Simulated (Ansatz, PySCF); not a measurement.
The pair A = H2O (SMILES O) (first 3 atoms), B = CH3F (SMILES CF); geometry from B3LYP-D3(BJ)/def2-TZVP.
(charge 0, multiplicity 1):
```xyz
8

O     -0.12140    -0.06330     0.58278
H      0.00781     0.63656    -0.06439
H     -0.47988     0.37229     1.36722
C      0.45793    -0.30037     3.80823
F     -0.47775     0.63871     3.34951
H     -0.07371    -1.05333     4.38878
H      0.94023    -0.74932     2.94149
H      1.18384     0.22149     4.43079
```

Frozen-core correlation. CBS(a, b) extrapolates the correlation energy as X⁻³ and adds the Hartree–Fock energy of set b.

The values were computed with Ansatz (Gaussian orbitals); PySCF for the dispersion terms. 

The monomers are drawn apart, rigid, along the line of their centres of mass. Counterpoise-corrected interaction energies (kcal/mol):

```
level                                                     R = 3.780 Å  R = 4.580 Å
--------------------------------------------------------  -----------  -----------
PBE/def2-TZVPPD                                               -1.8795      -0.8580
PBE-D3(BJ)/def2-TZVPPD                                        -2.1888      -0.9864
wB97M-V/def2-TZVPPD                                           -2.0794      -0.9704
MP2/CBS(aug-cc-pVDZ, aug-cc-pVTZ) + ΔCCSD(T)/aug-cc-pVDZ      -2.1382      -0.9772
```

**Question.** R is the distance of the centres of mass. Find the local exponent m of E ∝ R⁻ᵐ between the two points.

**Answer.** 
m = ln(E₁/E₂)/ln(R₂/R₁): PBE/def2-TZVPPD 4.1; PBE-D3(BJ)/def2-TZVPPD 4.2; wB97M-V/def2-TZVPPD 4.0; MP2/CBS(aug-cc-pVDZ, aug-cc-pVTZ) + ΔCCSD(T)/aug-cc-pVDZ 4.1. For scale, two fixed dipoles give m = 3, dipole and quadrupole 4, quadrupoles 5, and dispersion or dipole-induced dipole 6 at long range; at these distances several terms mix, and what is left of overlap and damping shifts m, so it need not match one of them.

Ansatz is an electronic-structure program.
